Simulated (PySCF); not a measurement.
Input file for PySCF: D3(BJ) and D4 dispersion corrections on C3H6O (a complex).

```python
from pyscf import gto
from pyscf.dispersion import dftd3, dftd4

mol = gto.M(
    atom='''
    C    -0.64136500   -0.46970023    0.31486281
    C     0.20909778    0.54510305    0.24642289
    H    -0.35363594   -1.42338994    0.74033070
    H    -1.65579124   -0.38897974   -0.05692089
    H    -0.07439980    1.49796306   -0.18426060
    H     1.22466678    0.46001702    0.61344556
    C    -0.13199153    0.18892862    3.48338115
    O     0.76032497   -0.52531378    3.84807152
    H     0.02507181    1.26036483    3.25606427
    H    -1.16766871   -0.17898070    3.35553922
    ''',
    basis='def2-svp',
    charge=0, spin=0, verbose=0, max_memory=1800)
d3, d4 = {}, {}
for xc in ['hf', 'pbe', 'blyp', 'revpbe', 'tpss', 'r2scan', 'b3lyp', 'pbe0', 'bhlyp', 'camb3lyp', 'b2plyp']:
    d3[xc] = float(dftd3.DFTD3Dispersion(mol, xc=xc, version='d3bj', atm=False).get_dispersion()['energy'])
    print(f'D3(BJ) {xc:10s} {d3[xc]:14.8f} Eh')
for xc in ['hf', 'pbe', 'blyp', 'revpbe', 'tpss', 'r2scan', 'b3lyp', 'pbe0', 'bhlyp', 'camb3lyp', 'b2plyp']:
    d4[xc] = float(dftd4.DFTD4Dispersion(mol, xc={'camb3lyp': 'cam-b3lyp'}.get(xc, xc), atm=True).get_dispersion()['energy'])
    print(f'D4     {xc:10s} {d4[xc]:14.8f} Eh')
```

Program output:

```
D3(BJ) hf            -0.04060294 Eh
D3(BJ) pbe           -0.00533528 Eh
D3(BJ) blyp          -0.01071491 Eh
D3(BJ) revpbe        -0.01342404 Eh
D3(BJ) tpss          -0.00660833 Eh
D3(BJ) r2scan        -0.00159311 Eh
D3(BJ) b3lyp         -0.00871947 Eh
D3(BJ) pbe0          -0.00456414 Eh
D3(BJ) bhlyp         -0.00655196 Eh
D3(BJ) camb3lyp      -0.00399587 Eh
D3(BJ) b2plyp        -0.00393113 Eh
D4     hf            -0.01619523 Eh
D4     pbe           -0.00455929 Eh
D4     blyp          -0.00988085 Eh
D4     revpbe        -0.01508506 Eh
D4     tpss          -0.00613402 Eh
D4     r2scan        -0.00127358 Eh
D4     b3lyp         -0.00712433 Eh
D4     pbe0          -0.00388415 Eh
D4     bhlyp         -0.00492100 Eh
D4     camb3lyp      -0.00388931 Eh
D4     b2plyp        -0.00322509 Eh
```

The run finished.

Cost: very roughly 0.03 core-seconds.
